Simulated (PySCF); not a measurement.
Species: C9H12.
Numbering: `[CH:1]#[C:2][CH2:3][CH2:4][C@H:5]1[CH2:6][C:7]12[CH2:8][CH2:9]2` (hydrogens: H10 on C1; H11, H12 on C3; H13, H14 on C4; H15 on C5; H16, H17 on C6; H18, H19 on C8; H20, H21 on C9)

Cartesian coordinates in Å at the PBE0-D3(BJ)/def2-SVP level; atoms count from 1:
```
atom  x, y, z in Å
C1     2.3350    0.9327    1.5870
C2     2.4171    0.2823    0.5680
C3     2.5147   -0.4957   -0.6613
C4     1.1984   -1.1273   -1.1284
C5     0.1183   -0.1119   -1.4021
C6    -1.3179   -0.5500   -1.6308
C7    -0.9351    0.1819   -0.4050
C8    -1.1324   -0.0024    1.0481
C9    -1.4063    1.3355    0.3852
H10    2.2708    1.5086    2.4913
H11    3.2744   -1.2836   -0.5228
H12    2.9040    0.1623   -1.4581
H13    1.4104   -1.7072   -2.0428
H14    0.8412   -1.8453   -0.3722
H15    0.4425    0.7395   -2.0140
H16   -1.5381   -1.6189   -1.5389
H17   -1.8937   -0.0318   -2.4037
H18   -1.9931   -0.5922    1.3784
H19   -0.2451   -0.0798    1.6826
H20   -0.6948    2.1439    0.5789
H21   -2.4478    1.6539    0.2775
```

Method: PBE0-D3(BJ)/def2-SVP geometry optimisation, gas phase (PySCF 2.14.0).

Take the most abundant isotopes and a rigid rotor. The values belong to one conformer with, in the numbering `[CH:1]#[C:2][CH2:3][CH2:4][C@H:5]1[CH2:6][C:7]12[CH2:8][CH2:9]2`, C2–C3–C4–C5 60°, C3–C4–C5–C6 -169°.

What are A, B and C (GHz)?

Ia = 220.18, Ib = 364.92, Ic = 521.75 u·Å²; 505379 MHz·u·Å²/I gives 2295, 1385 and 968.6 MHz, that is A = 2.2953, B = 1.3849, C = 0.9686 GHz.

What kind of rotor is it?

An asymmetric top: κ = (2 × 1385 − 2295 − 968.6)/(2295 − 968.6) = -0.37.

What does the inertial defect say?

Not planar: Δ = Ic − Ia − Ib = -63.35 u·Å². For a rigid frame Δ = −2 Σ m c², so Σ m c² = 31.68 u·Å² lies off the ab plane: 13.95 from hydrogen and 17.73 from heavier atoms. The atom farthest from that plane is 1.66 Å away.

Predict some low-J microwave lines.

The dipole components are |μa| = 0.03 D, |μb| = 0.68 D, |μc| = 0.01 D. The squared components, which scale the intensities, stand as 0.00 : 1.00 : 0.00 (a : b : c). Some of the stronger lines:

| type | branch | J(Ka,Kc) | MHz | lower level (cm⁻¹) |
| --- | --- | --- | --- | --- |
| b | Q | 3(2,1) ← 3(1,2) | 2711 | 0.547 |
| b | Q | 3(1,2) ← 3(0,3) | 2804 | 0.454 |
| b | Q | 2(2,0) ← 2(1,1) | 2844 | 0.294 |
| b | Q | 4(2,2) ← 4(1,3) | 2911 | 0.879 |
| b | Q | 5(2,3) ← 5(1,4) | 3577 | 1.283 |
| b | Q | 5(3,2) ← 5(2,3) | 4274 | 1.403 |
| b | Q | 3(2,2) ← 3(1,3) | 4668 | 0.465 |
| b | R | 3(1,2) ← 2(2,1) | 4870 | 0.385 |
| b | R | 4(2,2) ← 3(3,1) | 5019 | 0.809 |
| b | R | 2(1,2) ← 1(0,1) | 5201 | 0.079 |
| b | Q | 4(2,3) ← 4(1,4) | 5589 | 0.745 |
| b | Q | 5(1,4) ← 5(0,5) | 5814 | 1.089 |
| b | Q | 5(3,3) ← 5(2,4) | 6401 | 1.315 |
| b | Q | 5(4,1) ← 5(3,2) | 7237 | 1.545 |
| b | Q | 4(4,0) ← 4(3,1) | 7545 | 1.133 |
| b | R | 4(0,4) ← 3(1,3) | 8255 | 0.465 |
| b | R | 3(2,2) ← 2(1,1) | 9792 | 0.294 |
| b | Q | 5(5,0) ← 5(4,1) | 9811 | 1.787 |
| b | R | 5(0,5) ← 4(1,4) | 10331 | 0.745 |
| b | R | 4(3,2) ← 3(2,1) | 14728 | 0.638 |
| b | R | 4(3,1) ← 3(2,2) | 15383 | 0.620 |
| b | R | 5(3,3) ← 4(2,2) | 16569 | 0.976 |
| b | R | 5(5,0) ← 4(4,1) | 21855 | 1.385 |

Not checked by PBE0-D3(BJ)/def2-SVP frequencies. Zero-point vibration and centrifugal distortion are left out.
